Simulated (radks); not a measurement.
Question: Ge III, configuration [Ar] 3d10 4s2 (the NIST ground configuration). All-electron calculation, Dirac Kohn-Sham, PBE, spin-unpolarised, spherical densities, finite nucleus; Fermi nuclear charge, rms radius 4.0742 fm. Program: a radial shooting solver on a logarithmic mesh with Libxc functionals. Some entries of the table are withheld. Estimate them.

orbital,occ.,eigenvalue (eV),r(max) (bohr),<r^2> (bohr^2)
1s1/2,2,-10977.98,(1),0.002973
2s1/2,2,-1391.215,0.1761,0.05197
2p1/2,2,-1239.682,0.1392,0.04034
2p3/2,4,-1207.805,0.1421,0.04183
3s1/2,2,-188.3845,0.5425,0.4494
3p1/2,2,-138.4206,0.5376,0.4819
3p3/2,4,-134.1442,0.5460,0.4980
3d3/2,4,-49.5387,0.5020,(2)
3d5/2,6,-48.9511,0.5048,(3)
4s1/2,2,-29.2462,1.671,(4)

Answer: 
(1) 1s1/2 r(max) (bohr): 0.03073
(2) 3d3/2 <r^2> (bohr^2): 0.6776
(3) 3d5/2 <r^2> (bohr^2): 0.6872
(4) 4s1/2 <r^2> (bohr^2): 4.291
